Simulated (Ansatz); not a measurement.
Two structures of BNH$_{5}$Cl$_{2}$F, singlet, reached by relaxing down either side of one saddle point (PBE0-D4/def2-TZVP). Energies are electronic, without zero-point energy. Program: Ansatz 0.2.0. Basis: def2-TZVPP and def2-QZVPP. Cores are frozen in the correlated methods. Extrapolation: Hartree–Fock as exp(−7.88 √X), correlation as X^−2.97. First:

B1  (-0.840, 0.407, -0.422)
H2  (-0.779, 1.563, -0.122)
Cl3  (0.240, 0.056, -1.913)
Cl4  (-2.546, -0.200, -0.649)
H5  (0.783, -0.224, 0.894)
N6  (-0.207, -0.459, 0.767)
H7  (1.929, 0.308, -0.776)
F8  (2.415, 0.280, 0.037)
H9  (-0.279, -1.452, 0.555)
H10  (-0.716, -0.281, 1.628)
(Å)

Second:

B1  (-1.093, -0.459, -0.372)
H2  (0.873, 2.180, -1.511)
Cl3  (-0.757, -1.035, -1.990)
Cl4  (-2.192, 0.879, -0.117)
H5  (1.116, -0.051, 0.888)
N6  (-0.450, -1.053, 0.728)
H7  (1.334, 1.968, -0.963)
F8  (1.928, 0.385, 1.053)
H9  (0.019, -1.940, 0.621)
H10  (-0.778, -0.872, 1.664)
(Å)

Which bonds change from the first to the second?

BHCl₂ ([Cl][BH][Cl]) + NH₃ + HF → BNH₂Cl₂ ([NH2][B]([Cl])[Cl]) + HF + H₂; bonds formed: H2–H7, H5–F8; dative contacts that become bonds: B1–N6; bonds broken: B1–H2, H5–N6, H7–F8.

Give the saddle point's structure and its height above each. (An estimate is asked for; the value comes from the calculation.)

The calculation gives: 164.6 kJ/mol above the first and 125.9 kJ/mol above the second (CCSD(T) at an estimated basis limit (MP2 extrapolated from triple and quadruple zeta, plus CCSD(T) − MP2 in triple zeta)).
```
atom    x (Å)    y (Å)    z (Å)
  B1  -0.6383   0.0604  -0.5466
  H2   0.2788   1.1235  -0.9096
 Cl3  -0.6137  -0.8591  -2.0864
 Cl4  -2.0797   1.0692  -0.1954
  H5   1.0289  -0.0766   0.8479
  N6  -0.0950  -0.6998   0.6472
  H7   0.9090   1.0082  -0.3364
  F8   1.8402   0.6774   0.6837
  H9   0.0682  -1.6776   0.4375
 H10  -0.6985  -0.6257   1.4579
```

The T1 diagnostic stays at or below 0.011.

Labels in which every atom is bracketed show which atoms are joined, not bond orders.

For scale, one of the runs: CCSD(T)/def2-TZVPP, 247 basis functions, launched by `ansatz run in.yaml --threads 8 --pin off --events-out ev --progress --plain --max-ram 19148MiB`. The run took 110 s on 8 CPU threads of an Arm Neoverse V1 (shared host), with 5.2 GiB of host memory at its peak.
